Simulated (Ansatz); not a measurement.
Molecule: C$_{3}$HF$_{4}$, net charge 0, doublet state. It need not be the lowest isomer of its formula. 
Structure (B3LYP-D3(BJ)/def2-TZVP (Ansatz, a program for electronic structure) minimum search):
```xyz
8

C      1.7965     0.8146    -0.5203
C      0.9446     0.0477     0.0907
F      1.2965    -0.8704     1.0201
C     -0.5494     0.0521    -0.1292
F     -1.2000     0.3370     1.0116
F     -0.9753    -1.1526    -0.5449
F     -0.8980     0.9597    -1.0481
H      2.8408     1.0501    -0.5949
```
Charge 0, spin multiplicity 2.

Parts of the frozen-core correlation energy in STO-3G (Ansatz, hartree). Frozen orbitals: 7; correlated occupied orbitals by spin: 21 and 20; virtual: 8 and 9. UHF or UKS for open shells. No spin-orbit coupling. Non-relativistic.

| term | value |
|---|---|
| reference (HF) | -504.84376 |
| MP2 opposite-spin | (withheld) |
| MP2 same-spin | (withheld) |
| CCSD correlation | -0.25237 |
| (T) | (withheld) |
| T1 diagnostic | 0.029 |
| largest doubles amplitude | 0.180 |
| <S^2> of the reference | 1.097 |

**Question.** Complete the blanks.

**Answer.** 
- MP2 opposite-spin, value: -0.15216
- MP2 same-spin, value: -0.03239
- (T), value: -0.00756
